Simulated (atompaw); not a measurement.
What one change does to a pseudopotential (nickel (Ni), PAW (atompaw))

Ni (Z = 28), PAW, made with atompaw 4.2.0.5 (PBEsol, scalar-relativistic). Core [Ne], reference 3s2 3p6 3d8.5 4s1.5 4p0. Waves: 3s (bound); 4s (bound); 3p (bound); 4p (bound, empty); 3d (bound); 3d channel at 1.95 Ry. Local part: troulliermartins scheme with l = 3 at 0.5 Ry, radius 1.25 bohr. Core correction: smooth core density matched at 0.95 bohr. Augmentation charge: sinc compensation charge, radius 1.50 bohr; PAW radius 1.55 bohr; waves and projectors: bloechl.

Change: local potential troulliermartins scheme with l = 3 at 0.5 Ry, radius 1.42 bohr.

Cutoffs: the cutoffs (Ry, on a coarse ladder) from which the occupation-weighted sum of valence levels, in a spherical-Bessel basis at the reference potential, stays within 10 and 1 mRy of its value at 400 Ry; they do not see the model core or the augmentation charge, which bear on the density cutoff.

Problem. What does the change do?

Solution. The potential gets softer (110 Ry and 160 Ry → 90 Ry and 120 Ry); neither file shows a bound ghost.

| quantity | base | changed |
| --- | --- | --- |
| cutoff, loose | 110 Ry | 90 Ry |
| cutoff, tight | 160 Ry | 120 Ry |
| loose cutoff by channel (10 mRy a level) | s 50 Ry, p 70 Ry, d 90 Ry | s 40 Ry, p 55 Ry, d 70 Ry |
| bound ghosts | none | none |
| s: phases at 1.56 bohr within 0.05 rad from the reference energy up to (Ry; the scan ends near 5) | to the end of the scan | to the end of the scan |
| p: phases at 1.56 bohr within 0.05 rad from the reference energy up to (Ry; the scan ends near 5) | to the end of the scan | to the end of the scan |
| d: phases at 1.56 bohr within 0.05 rad from the reference energy up to (Ry; the scan ends near 5) | to the end of the scan | to the end of the scan |
| lowest overlap eigenvalue by channel | s 0.49, p 0.96, d 1.00 | s 0.62, p 0.95, d 1.00 |

 The cutoffs see the waves, projectors and local potential, not the compensation charge or the core.
